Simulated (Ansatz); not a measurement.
Relaxation of C2H5AlCl2 (10 atoms, charge 0, multiplicity 1), to a largest force component of 0.02 eV/Å in at most 40 steps.

The calculation used Ansatz 0.2.0, RKS PBE/STO-3G.

```xyz
10
Properties=species:S:1:pos:R:3
Al 0.195 0.627 1.622
C -0.044 -0.679 0.133
C -0.025 -0.046 -1.273
Cl 0.199 -1.316 -2.496
Cl -1.460 0.907 -1.600
H 0.298 2.237 1.253
H 0.165 0.197 3.137
H 0.843 -1.372 0.242
H -0.989 -1.215 0.313
H 0.902 0.609 -1.329
```

Task: Where does it end, and by what steps?

Result: It converged. Limits of this set-up: minimal basis. After 14 steps the energy has fallen by 1.140 eV; H7 moved furthest, 1.63 Å. Joined: Al1–Cl5.

```csv
step,energy less start (eV),largest force component (eV/Å),accepted
0,0.0000,2.972,yes
1,-0.5728,1.598,yes
2,-0.6778,0.411,yes
3,-0.7028,0.087,yes
4,-0.7209,0.245,yes
5,-0.7429,0.421,yes
6,-0.7869,0.639,yes
7,-0.8656,0.481,yes
8,-1.0178,0.522,yes
9,-1.0854,0.515,yes
10,-1.1241,0.285,yes
11,-1.1332,0.289,yes
12,-1.1390,0.074,yes
13,-1.1393,0.068,yes
14,-1.1400,0.012,yes
```

```xyz
10
Properties=species:S:1:pos:R:3
Al -0.124 0.751 1.361
C 0.396 -0.756 0.202
C 0.039 -0.162 -1.146
Cl -0.718 -1.253 -2.431
Cl -1.253 1.271 -0.730
H 0.879 1.874 1.465
H -1.234 0.500 2.350
H 1.465 -1.042 0.190
H -0.216 -1.654 0.395
H 0.848 0.419 -1.653
```

Whether the end is a true minimum wasn't checked by a vibrational analysis.

The run took 50 s on 1 thread of AMD EPYC (Zen 3) (shared host), peak memory 0.12 GiB.
